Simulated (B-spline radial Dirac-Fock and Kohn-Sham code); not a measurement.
What relativity does to the binding energies of Cl²⁺

System: Cl²⁺ in the configuration [Ne] 3s2 3p3.

Both columns are ΔSCF binding energies of the configuration average from an atomic code on a B-spline grid: non-relativistic Hartree-Fock with a point nucleus, and Dirac-Fock with a finite nucleus and the Coulomb interaction alone, averaged over the two j levels with weights 2j+1.

```
shell  Hartree-Fock (eV)  Dirac-Fock (eV)  shift (eV)  shift (%)
   1s             2855.2           2866.0      +10.85      +0.38
   2s              309.7            311.5       +1.83      +0.59
   3s              51.46            51.67       +0.21      +0.41
   3p              37.29            37.28       -0.01      -0.02
```

Relativity binds 1s, 2s, 3s more strongly, among those listed most of all 2s in relative terms, and 3p more weakly.

Values without a named source are computed, but for edge energies of neutral atoms, which are taken from tables.
